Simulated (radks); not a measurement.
Values are calculated unless marked as measured or tabulated.
Code: a radial shooting solver on a logarithmic mesh with Libxc functionals. Model: scalar-relativistic Kohn-Sham, r2SCAN, spin-unpolarised, spherical densities, finite nucleus; meta-GGA in the generalised Kohn-Sham scheme; Fermi nuclear charge, rms radius of each element as measured or else 0.836 A^(1/3) + 0.57 fm. Each species is in its NIST ground configuration. Rank P2+, Bi2+, As2+, N2+, Sb2+ by Delta-SCF ionisation energy (eV), largest first.

Answer. N2+ 46.502, P2+ 29.521, As2+ 27.570, Sb2+ 24.223, Bi2+ 23.046.
